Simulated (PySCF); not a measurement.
Correlation energy of Cu (copper, neutral)

[Ar] 3d9 4s2, 2D determinant (an excited configuration). Calculation: PySCF 2.14, in def2-TZVPPD (6s6p4d2f1g, 67 functions); no relativity, point nucleus. Frozen: [Ar]; 11 electrons correlated.

```csv
level,correlation energy (mhartree)
CCSD,-372.18
(T),-11.75
CCSD(T),-383.93
```

Diagnostics: T1 = 0.019, D1 = 0.0551, largest double amplitude 0.069.

Cost of the coupled-cluster step: about 19 core-seconds, for 11 correlated electrons.
